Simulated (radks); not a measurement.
Problem. Valence configurations of Cl+ (all share [Ne]). All-electron calculation, scalar-relativistic Kohn-Sham, r2SCAN, spin-polarised, spherical densities, finite nucleus; open shells are filled with parallel spins first; meta-GGA in the generalised Kohn-Sham scheme; Fermi nuclear charge, rms radius 3.3654 fm. Program: a radial shooting solver on a logarithmic mesh with Libxc functionals. Order these by energy: 3s2 3p4; 3s0.5 3p5.5; 3s1 3p5; 3p6; 3s1.5 3p4.5.

Solution. From the lowest, in eV above it: 3s2 3p4 0.000; 3s1.5 3p4.5 6.570; 3s1 3p5 13.075; 3s0.5 3p5.5 20.965; 3p6 28.067. NIST lists [Ne] 3s2 3p4 as the ground configuration; this level of theory agrees among the configurations tried. The energies are those of spherical high-spin densities, not of single terms.
